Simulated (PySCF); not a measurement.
B(H)(Cl)(OEt) (C2H6BClO), SMILES CCOBCl.

Geometry: PBE-D3(BJ)/def2-SVP. This is a generated structure with no PubChem entry under its InChIKey; it may be hypothetical. Other conformers were not sampled.

All values below come from PBE-D3(BJ)/def2-SVP in PySCF.

Frequencies are harmonic and unscaled.

Question: Give all harmonic wavenumbers and intensities. (The exact figures need the calculation; the answer reports its results.)

Answer: 
| mode | ν (cm⁻¹) | IR (km/mol) | moving atoms (share of kinetic energy) |
|---|---|---|---|
| 1 | 59 | 0.8 | O 36 %, H 27 %, C 24 %, B 10 % |
| 2 | 119 | 0.0 | B 32 %, H 26 %, Cl 17 %, C 16 %, O 10 % |
| 3 | 196 | 0.8 | H 59 %, O 19 %, B 10 %, Cl 9 % |
| 4 | 286 | 0.3 | H 57 %, O 14 %, C 12 %, B 11 % |
| 5 | 350 | 10.7 | Cl 32 %, C 30 %, O 20 %, H 17 % |
| 6 | 441 | 2.4 | O 31 %, C 30 %, H 26 % |
| 7 | 785 | 10.7 | H 84 % |
| 8 | 821 | 69.2 | B 46 %, H 29 %, Cl 13 %, O 9 % |
| 9 | 834 | 18.7 | H 61 %, B 34 % |
| 10 | 865 | 1.7 | H 40 %, C 29 %, O 19 %, B 9 % |
| 11 | 1021 | 54.4 | H 44 %, C 39 %, O 12 % |
| 12 | 1082 | 17.1 | H 49 %, C 44 % |
| 13 | 1087 | 0.9 | H 52 %, C 31 %, O 10 % |
| 14 | 1143 | 36.1 | H 57 %, C 33 % |
| 15 | 1255 | 61.0 | H 86 % |
| 16 | 1317 | 166.7 | H 67 %, C 18 % |
| 17 | 1348 | 172.2 | H 62 %, C 23 % |
| 18 | 1393 | 190.9 | H 42 %, B 26 %, O 21 %, C 10 % |
| 19 | 1406 | 6.4 | H 97 % |
| 20 | 1423 | 5.0 | H 93 % |
| 21 | 1445 | 43.5 | H 84 % |
| 22 | 2559 | 111.2 | H 91 %, B 9 % |
| 23 | 2964 | 36.5 | H 95 % |
| 24 | 2979 | 10.2 | H 97 % |
| 25 | 3024 | 15.1 | H 90 %, C 10 % |
| 26 | 3075 | 17.6 | H 91 %, C 9 % |
| 27 | 3079 | 12.3 | H 90 %, C 10 % |
